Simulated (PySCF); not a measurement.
Sn(Cl)(OH), HClOSn, SMILES [OH][Sn][Cl], PBE0/def2-SVP optimised geometry.

```
4

Sn    -1.11    -1.23     0.00
Cl     1.30    -1.23     0.00
O     -1.30     0.75     0.00
H     -0.46     1.23     0.00
```

Density from PBE0/def2-TZVP, def2 effective core potentials past Kr run with PySCF 2.14.0 at that geometry. The core electrons that the potentials of Sn replace are not part of the density.

Minimum of the electron density along straight lines between bonded atoms, close to the bond critical point (lines longer than 1.1 times the sum of covalent radii, or with two minima, are not listed):

```csv
bond,length / Å,ρ at the minimum / e bohr⁻³,∇²ρ there / e bohr⁻⁵,position (fraction from the first atom)
Sn1–Cl2,2.409,0.076,0.16,0.47
Sn1–O3,1.988,0.116,0.46,0.51
O3–H4,0.967,0.352,-2.35,0.80
```
